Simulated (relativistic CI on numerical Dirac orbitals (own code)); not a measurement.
## Radial parameters of Ta XLV

Calculated at this level of theory: Dirac-Coulomb-Breit CI, KLI orbitals optimised for each configuration, model QED (radiative potential, 1s self-energy scaled to tabulated hydrogen-like ionisation energies), unscaled Slater integrals (own radial code, finite nucleus).

Slater integrals F^k, G^k are unscaled and averaged over j, outside the closed core [Ar]; ζ comes from projecting the Hamiltonian with its Breit term on Σ l·s of the shell.

- 3d¹⁰4p: ζ(4p) = 505720 cm⁻¹; <r>(4p) = 0.4067, <r^2>(4p) = 0.1874 (bohr units).
- 3d¹⁰4d: ζ(4d) = 64331 cm⁻¹; <r>(4d) = 0.4017, <r^2>(4d) = 0.1847 (bohr units).
- 3d¹⁰4f: ζ(4f) = 11327 cm⁻¹; <r>(4f) = 0.3691, <r^2>(4f) = 0.153 (bohr units).

Averages of the first 10 configurations, taken without configuration mixing, which lowers the lowest level and can move excited configurations by several eV; other configurations of the list can lie among them:

```tsv
Configuration	Parity	States	Average energy above the lowest level (eV)
3d¹⁰4s	even	2	0.1
3d¹⁰4p	odd	6	158.1
3d¹⁰4d	even	10	348.8
3d¹⁰4f	odd	14	517.2
3d¹⁰5s	even	2	928.4
3d¹⁰5p	odd	6	1004.1
3d¹⁰5d	even	10	1094.8
3d¹⁰5f	odd	14	1170.1
3d¹⁰5g	even	18	1207.3
3d⁹4p²	even	150	1831.7
```
